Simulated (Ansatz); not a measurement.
Cost and result for the atomization energy of `[BH]1[SiH2][GeH2]1` (8 atoms, 8 bonds).

```tsv
atom	x (Å)	y (Å)	z (Å)
B1	-0.9128	0.5637	-0.4918
Si2	-0.7881	-1.0780	0.3986
Ge3	1.0029	0.8379	-0.4611
H4	-1.7040	1.4376	-0.3418
H5	-1.6372	-1.5646	1.5202
H6	0.2704	-2.0731	0.0994
H7	1.7179	2.1421	-0.0602
H8	2.0509	-0.2656	-0.6633
```

Total charge 0; spin multiplicity 1. Correlated methods include outer-core shells of Ge, which these sets cover unevenly. Scalar relativity is left out up to krypton. The structure was optimised at the PBE0-D4/def2-TZVP level. Program: Ansatz. All runs use 2 threads of an Arm Neoverse V1 on a shared host. Times are those of one run each, without the atoms' runs, and a repeat can differ threefold. Electronic energies, without spin–orbit coupling; frozen cores. CCSD(T)/CBS adds CCSD(T) − MP2 in def2-TZVPP to the MP2 limit, and its time is that of the two runs behind it. T1 = 0.013. With those shells the extrapolation isn't a true limit. B3LYP takes the VWN-RPA correlation (the form of Gaussian; ORCA's B3LYP/G).

CCSD(T)/CBS is a level of theory with its own doubt, some kJ/mol a heavy atom from the limit and from the frozen cores, so smaller differences don't rank the functionals.

```json
{"level": "LDA (SPW92)/def2-TZVPP", "functions": "191", "wall time": "1.4 s", "atomization (kcal/mol)": "603.4", "difference from CCSD(T)/CBS": "71.0", "per bond": "8.9"}
{"level": "BLYP-D4/def2-TZVPP", "functions": "191", "wall time": "2.6 s", "atomization (kcal/mol)": "526.6", "difference from CCSD(T)/CBS": "-5.8", "per bond": "-0.7"}
{"level": "PBE-D4/def2-TZVPP (with forces)", "functions": "191", "wall time": "2.9 s", "atomization (kcal/mol)": "535.0", "difference from CCSD(T)/CBS": "2.6", "per bond": "0.3"}
{"level": "CCSD(T)/def2-SVP", "functions": "89", "wall time": "3.2 s", "atomization (kcal/mol)": "498.7", "difference from CCSD(T)/CBS": "-33.7", "per bond": "-4.2"}
{"level": "BHLYP-D4/def2-TZVPP", "functions": "191", "wall time": "3.3 s", "atomization (kcal/mol)": "521.7", "difference from CCSD(T)/CBS": "-10.7", "per bond": "-1.3"}
{"level": "B3LYP-D4/def2-TZVPP (with forces)", "functions": "191", "wall time": "4.7 s", "atomization (kcal/mol)": "531.1", "difference from CCSD(T)/CBS": "-1.3", "per bond": "-0.2"}
{"level": "PBE-QIDH/def2-TZVPP", "functions": "191", "wall time": "6.5 s", "atomization (kcal/mol)": "528.4", "difference from CCSD(T)/CBS": "-4.0", "per bond": "-0.5"}
{"level": "ωB97X-V/def2-TZVPP", "functions": "191", "wall time": "10 s", "atomization (kcal/mol)": "533.6", "difference from CCSD(T)/CBS": "1.2", "per bond": "0.1"}
{"level": "B97M-V/def2-TZVPP", "functions": "191", "wall time": "11 s", "atomization (kcal/mol)": "543.4", "difference from CCSD(T)/CBS": "11.0", "per bond": "1.4"}
{"level": "ωB97M-V/def2-TZVPP (with forces)", "functions": "191", "wall time": "15 s", "atomization (kcal/mol)": "529.5", "difference from CCSD(T)/CBS": "-2.9", "per bond": "-0.4"}
{"level": "MP2/def2-QZVPP", "functions": "366", "wall time": "20 s", "atomization (kcal/mol)": "525.8", "difference from CCSD(T)/CBS": "-6.6", "per bond": "-0.8"}
{"level": "CCSD(T)/def2-TZVPP", "functions": "191", "wall time": "56 s", "atomization (kcal/mol)": "520.8", "difference from CCSD(T)/CBS": "-11.6", "per bond": "-1.5"}
{"level": "CCSD(T)/CBS(def2)", "functions": "–", "wall time": "76 s", "atomization (kcal/mol)": "532.4", "difference from CCSD(T)/CBS": "0.0", "per bond": "0.0"}
```

Leaving LDA and LC-ωPBE aside and taking each functional with its dispersion term where it has one, the values spread over 21.7 kcal/mol, from BHLYP-D4 to B97M-V. LDA lies +72.2 kcal/mol from PBE without D4, its usual overbinding. In def2-TZVPP, CCSD(T) changes the Hartree–Fock value by +133.2 kcal/mol (the triples alone add +8.9 kcal/mol) and MP2 by +131.6 kcal/mol; breaking electron pairs costs correlation energy, which Hartree–Fock lacks. The D4 term adds +6.2 kcal/mol with B3LYP and +3.2 kcal/mol with PBE0; it sums over pairs of atoms, weighted by their polarisabilities, and B3LYP, whose exchange is more repulsive, gets the larger term.
